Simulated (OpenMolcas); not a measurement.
## CH4ClGe (SMILES [CH3][GeH][Cl]): methods side by side

The species is CH4ClGe (7 atoms), meant as a doublet with charge 0. SMILES: `[CH3][GeH][Cl]`. The shape is that of a PBE0-D4/def2-TZVP optimisation.

```xyz
7

C    -0.7331    0.4384   -0.2619
Ge    0.7054   -0.8855   -0.1831
Cl    1.0170   -1.3617    1.9095
H    -0.4334    1.3145    0.3173
H    -1.6462    0.0214    0.1608
H    -0.9099    0.7294   -1.2982
H     2.0614   -0.3245   -0.6901
```

Quantity: the energy change with the C1–H5 bond stretched from 1.089 to 1.253 Å, in eV. The values are calculated.

```json
{"level": "USVWN5/def2-SVP", "kind": "LDA", "program": "OpenMolcas", "value (eV)": "0.26", "less CCSD(T)/def2-SVP": "-0.04", "CPU time (all runs)": "40 s"}
{"level": "U-revPBE/def2-SVP", "kind": "GGA", "program": "OpenMolcas", "value (eV)": "0.26", "less CCSD(T)/def2-SVP": "-0.04", "CPU time (all runs)": "58 s"}
{"level": "UBLYP/def2-SVP", "kind": "GGA", "program": "OpenMolcas", "value (eV)": "0.26", "less CCSD(T)/def2-SVP": "-0.04", "CPU time (all runs)": "61 s"}
{"level": "U-r2SCAN/def2-SVP", "kind": "meta-GGA", "program": "OpenMolcas", "value (eV)": "0.30", "less CCSD(T)/def2-SVP": "0.00", "CPU time (all runs)": "88 s"}
{"level": "UB3LYP/def2-SVP", "kind": "global hybrid", "program": "OpenMolcas", "value (eV)": "0.30", "less CCSD(T)/def2-SVP": "0.00", "CPU time (all runs)": "67 s"}
{"level": "UM06-2X/def2-SVP", "kind": "hybrid meta-GGA", "program": "OpenMolcas", "value (eV)": "0.31", "less CCSD(T)/def2-SVP": "+0.01", "CPU time (all runs)": "86 s"}
{"level": "UPBE0/def2-SVP", "kind": "global hybrid", "program": "OpenMolcas", "value (eV)": "0.31", "less CCSD(T)/def2-SVP": "+0.01", "CPU time (all runs)": "61 s"}
{"level": "ROCCSD(T)/def2-SVP", "kind": "coupled cluster or CI", "program": "OpenMolcas", "value (eV)": "0.30", "less CCSD(T)/def2-SVP": "0.00", "CPU time (all runs)": "1.8 min"}
```

ROCCSD(T)/def2-SVP is the highest level here, not the true value. All-electron rows without a relativistic Hamiltonian named are non-relativistic. The first shape isn't each level's own minimum. The values span 0.26 to 0.31 eV. In the correlated wave-function rows the outer d shell of Ge is correlated, in sets not made for it. Times are those of the runs behind each value, whatever else they computed, on shared processors of several kinds: orders of magnitude only.
